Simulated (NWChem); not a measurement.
Species: InAsH4; SMILES [AsH2][InH2]

All runs: NWChem. All runs use the structure optimised with PBE0/def2-SVP (def2 core potentials past Kr).

Problem. Estimate the computed values for PBE0/3-21G, non-relativistic. Quantities: highest occupied level (eV); orbital gap (eV); dipole (D).

Solution. 
```yaml
highest occupied level (eV): -6.80
orbital gap (eV): 4.98
dipole (D): 0.98
```
